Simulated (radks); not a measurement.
Hf2+, configuration [Xe] 4f14 5d2 (the NIST ground configuration). Method: scalar-relativistic Kohn-Sham, r2SCAN, spin-unpolarised, spherical densities, finite nucleus; meta-GGA in the generalised Kohn-Sham scheme; Fermi nuclear charge, rms radius 5.347 fm; computed with a radial shooting solver on a logarithmic mesh with Libxc functionals. Some entries of the table are withheld. Estimate them.

| orbital | occ. | eigenvalue (eV) | r(max) (bohr) | <r> (bohr) |
|---|---|---|---|---|
| 1s | 2 | -65369.56 | 0.01190 | 0.01899 |
| 2s | 2 | -11217.00 | 0.06804 | 0.08036 |
| 2p | 6 | -9848.868 | 0.05567 | 0.07173 |
| 3s | 2 | -2576.905 | 0.1919 | 0.2084 |
| 3p | 6 | -2166.179 | 0.1896 | 0.2084 |
| 3d | 10 | (1) | 0.1548 | 0.1890 |
| 4s | 2 | -536.4903 | 0.4375 | 0.4684 |
| 4p | 6 | -401.1540 | 0.4582 | (2) |
| 4d | 10 | -225.3375 | 0.4712 | 0.5353 |
| 5s | 2 | -83.7327 | 1.017 | 1.138 |
| 5p | 6 | -51.6864 | 1.159 | 1.336 |
| 4f | 14 | -32.0322 | 0.4558 | 0.6753 |
| 5d | 2 | -16.4051 | 1.613 | 2.097 |

Answer. 
(1) 3d eigenvalue (eV): -1679.201
(2) 4p <r> (bohr): 0.4975
